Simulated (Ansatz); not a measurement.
Harmonic frequencies (cm⁻¹) at PBE0-D4/def2-TZVP from Ansatz: 119, 361, 394, 410, 442, 471, 490, 548, 574, 578, 666, 724, 743, 779, 1973, 1981, 1987, 1992.

Task: Which molecule is it?
A. `[F+]1[InH2-][F+][InH2-]1`
B. `[F][In@-]1([Cl])[Cl+][In@-]([F])([Cl])[Cl+]1`
C. `[F+]1[AlH2-][F+][AlH2-]1`
D. `[Cl][Al@H-]1[Cl+][Al@@H-]([Cl])[Cl+]1`

Result: C.
